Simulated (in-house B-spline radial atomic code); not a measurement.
A fraction x of an electron is removed from 3p in Sc IV (Sc3+), starting from [Ne] 3s2 3p6 and keeping the highest spin. Method: scalar-relativistic (X2C) Hartree-Fock with fractional occupations, spin-polarised, spherical fractional occupations, Fermi nucleus of rms radius 3.5459 fm. Calculated with an all-electron radial atomic-structure program (B-spline basis).

Caution: exact exchange at fractional occupations of open shells leaves self-interaction of up to several eV.

```
   x  E(x) - E(0) (eV)  3p down level (eV)
   0            0.0000             -73.626
0.12            8.9132             -74.930
0.22           16.4608             -76.022
0.35           26.4364             -77.451
 0.4           30.3228             -78.002
 0.5           38.1783             -79.110
0.57           43.7432             -79.888
 0.7           54.2230             -81.340
0.87           68.2131             -83.252
0.97           76.5948             -84.383
   1           79.1314             -84.723
```

The exact functional would give a straight line between the two integer points. Deviations E(x) - E(0) - x[E(1) - E(0)], in eV: -0.583 at x = 0.12, -0.948 at x = 0.22, -1.26 at x = 0.35, -1.33 at x = 0.4, -1.387 at x = 0.5, -1.362 at x = 0.57, -1.169 at x = 0.7, -0.631 at x = 0.87, -0.163 at x = 0.97.

The curve lies below the straight line by up to 1.387 eV (at x = 0.5): with spherically averaged exact exchange in an open shell, this holds the self-interaction named above.

How well does Slater's transition state (minus the level at half occupation) give the ionisation energy?

It gives 79.110 eV against 79.131 eV from the two total energies; NIST lists 73.49 eV, ground level to ground level. The end point has an open shell averaged over its orbitals, so its exact exchange keeps a self-interaction and this is no true integer point.
